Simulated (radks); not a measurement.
Values are calculated unless marked as measured or tabulated.
These are the eigenvalues of the occupied orbitals of an atom or ion with whole-number occupations (hartree). Level of theory: scalar-relativistic Kohn-Sham, PBE, spin-unpolarised, spherical densities, point nucleus (a radial shooting solver on a logarithmic mesh with Libxc functionals).

| orbital | eigenvalue |
|---|---|
| 1s | -147.3423 |
| 2s | -17.34859 |
| 2p | -14.43238 |
| 3s | -3.58432 |
| 3p | -2.84447 |

Which element is it, and in what charge state? The configuration may be excited.

Answer. Z = 20, calcium, charge +4: Ca4+ in [Ne] 3s2 3p4. The list shows which subshells hold electrons but not how many an open one holds; the 1s level, -147.34 hartree, gives Z - s = 17.2 by -(Z - s)^2/2, which with screening and relativity narrows Z to a few neighbours, and the depths of the outer levels then fix element, charge and occupations together.
